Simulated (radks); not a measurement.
All-electron atom: the promethium ion Pm54+ in 2s2 2p3 3d2 (not the ground configuration). All-electron calculation, Dirac Kohn-Sham, LDA (Slater exchange, Perdew-Wang correlation), spin-unpolarised, spherical densities, point nucleus; open shells fill j = l - 1/2 first. Program: a radial shooting solver on a logarithmic mesh with Libxc functionals.

Normalised radial functions P(r) = r R(r) (large component), r in bohr:

r	2s1/2	3p3/2
0.0009127	0.4141	0.0033
0.001267	0.5426	0.0062
0.001745	0.6998	0.0115
0.002403	0.8913	0.0210
0.003309	1.1152	0.0381
0.004557	1.3602	0.0684
0.006275	1.5983	0.1209
0.008642	1.7753	0.2095
0.012	1.7995	0.3568
0.01652	1.5439	0.5751
0.02275	0.8832	0.8733
0.03133	-0.2349	1.2145
0.04315	-1.6578	1.4733
0.05942	-2.9306	1.4075
0.08183	-3.4264	0.7375
0.1136	-2.7968	-0.6064
0.1564	-1.5312	-1.9699
0.2154	-0.5038	-2.3966
0.2967	-0.0842	-1.6061
0.4086	-0.0056	-0.5584
0.5626	-0.0001	-0.0841

2s1/2: eigenvalue -12041.5 eV, 1 radial node at r = 0.0296 bohr, <r> = 0.0932 bohr, 90 % of the charge inside 0.144 bohr. 3p3/2 (empty): eigenvalue -4797.7 eV, 1 radial node at r = 0.0994 bohr, <r> = 0.213 bohr, 90 % of the charge inside 0.315 bohr.
